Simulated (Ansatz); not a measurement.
H₃Ga, triplet, at the geometry of the source list (a higher spin typed on purpose: for a closed-shell molecule this is an excited state); Ansatz (a first-principles code) with PBE/def2-SVP.

The Ansatz input:
Ansatz 0.2 input:
```yaml
crystal:
  periodic: [false, false, false]
  atoms:
    - {symbol: Ga, position_ang: [0.00000000, 0.00000000, -0.00000000]}
    - {symbol: H, position_ang: [0.67000000, -0.43680000, 1.34750000]}
    - {symbol: H, position_ang: [-0.31380000, 1.51220000, -0.26500000]}
    - {symbol: H, position_ang: [-0.35630000, -1.07550000, -1.08250000]}
basis:
  gaussian:
    orbitals: def2-SVP
hamiltonian:
  xc: pbe
magnetization: {spin_polarized: true, initial_magnetization: 2}
accuracy: high
```

**Question.** What does Ansatz print? Leave out banner, timings and long lists.

**Answer.** 
```
Functional definition: PBE
899 factors; integrals over basis functions are off by at most 4.7e-9 eV
mean field evaluation 1: about -52405.1622 eV, gradient 2.1e1 eV
mean field evaluation 2: about -52401.7796 eV, gradient 3.2e1 eV
mean field evaluation 4: about -52405.3297 eV, gradient 9.3e0 eV
mean field evaluation 8: about -52405.6336 eV, gradient 7.7e0 eV
mean field evaluation 16: about -52406.3427 eV, gradient 8.7e-6 eV
mean field evaluation 32: about -52406.3428 eV, gradient 2.8e-8 eV
mean field -52406.34282554 eV, -1925.8975765435 hartree, gradient 7.7e-8 eV, S^2 2.002733; 6 other end points of the search recorded, 0 dependent functions left out
reference -52406.34282881 eV, -1925.8975766637 hartree; 18, 16 occupied and 29, 31 virtual orbitals, 899 factors
Total energy: -52406.34282881 eV, -1925.8975766637 hartree
```
